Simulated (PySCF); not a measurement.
Cartesian coordinates (Å):
SMILES: C=C[C]=O
```xyz
7

C     -1.0708    -0.2290     0.1147
C      0.1591     0.4232    -0.1045
C      1.3819    -0.1327    -0.0517
O      2.4562    -0.6030    -0.0094
H     -1.1200    -1.2876     0.3558
H     -1.9937     0.3384     0.0415
H      0.1874     1.4907    -0.3463
```
Charge 0, spin multiplicity 2.

Task: Predict the dipole moment, highest occupied spin orbital and total energy from PBE-D3(BJ)/def2-TZVP in PySCF 2.14.0.

Result: 
The dipole moment is 1.10 D and the highest occupied spin orbital is -3.84 eV. The total energy is -191.1185 Ha.
